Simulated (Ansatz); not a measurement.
C8H9 (SMILES Cc1[c]cc(C)cc1), doublet (typed; the unrestricted solution is spin-contaminated), geometry from GFN2-xTB; HF/STO-3G (Ansatz, a program for electronic structure).

Here is a job for Ansatz.
Ansatz 0.2 input:
```yaml
crystal:
  periodic: [false, false, false]
  atoms:
    - {symbol: C, position_ang: [2.91742590, -0.17673223, 0.31672927]}
    - {symbol: C, position_ang: [1.42943026, -0.08869902, 0.16920062]}
    - {symbol: C, position_ang: [0.80206715, -0.24088714, -1.06956699]}
    - {symbol: C, position_ang: [-0.57238860, -0.14711991, -1.18853431]}
    - {symbol: C, position_ang: [-1.38289773, 0.10145606, -0.08961078]}
    - {symbol: C, position_ang: [-2.87338756, 0.18291683, -0.22275864]}
    - {symbol: C, position_ang: [-0.76540901, 0.25573044, 1.15673240]}
    - {symbol: C, position_ang: [0.58853417, 0.15451996, 1.22260028]}
    - {symbol: H, position_ang: [3.37915226, -0.51513385, -0.60763733]}
    - {symbol: H, position_ang: [3.17866171, -0.86730227, 1.11669960]}
    - {symbol: H, position_ang: [3.32692235, 0.80022219, 0.57312665]}
    - {symbol: H, position_ang: [1.40921459, -0.43478628, -1.94365835]}
    - {symbol: H, position_ang: [-1.02814033, -0.27008641, -2.16142229]}
    - {symbol: H, position_ang: [-3.31720484, 0.66572598, 0.64450429]}
    - {symbol: H, position_ang: [-3.29692110, -0.81842769, -0.31004307]}
    - {symbol: H, position_ang: [-3.14799907, 0.74228954, -1.11539295]}
    - {symbol: H, position_ang: [-1.36393282, 0.45038901, 2.03507240]}
basis:
  gaussian:
    orbitals: STO-3G
hamiltonian:
  xc: hf
magnetization: {spin_polarized: true, initial_magnetization: 1}
```

The log (banner, timings and long lists left out):

```
Functional definition: HF
692 factors; integrals over basis functions are off by at most 5.0e-5 eV
mean field evaluation 1: about -8280.5869 eV, gradient 1.5e1 eV
mean field evaluation 2: about -8280.9811 eV, gradient 1.5e1 eV
mean field evaluation 4: about -8283.1894 eV, gradient 2.1e0 eV
mean field evaluation 8: about -8283.2446 eV, gradient 7.9e-1 eV
mean field evaluation 16: about -8272.4788 eV, gradient 2.2e1 eV
mean field evaluation 32: about -8267.3240 eV, gradient 2.8e1 eV
mean field -8284.01699267 eV, -304.4320093723 hartree, gradient 1.8e-5 eV, S^2 1.728109; 2 other end points of the search recorded, 0 dependent functions left out
reference -8284.01699267 eV, -304.4320093723 hartree; 29, 28 occupied and 20, 21 virtual orbitals, 692 factors
Total energy: -8284.01699267 eV, -304.4320093723 hartree
```
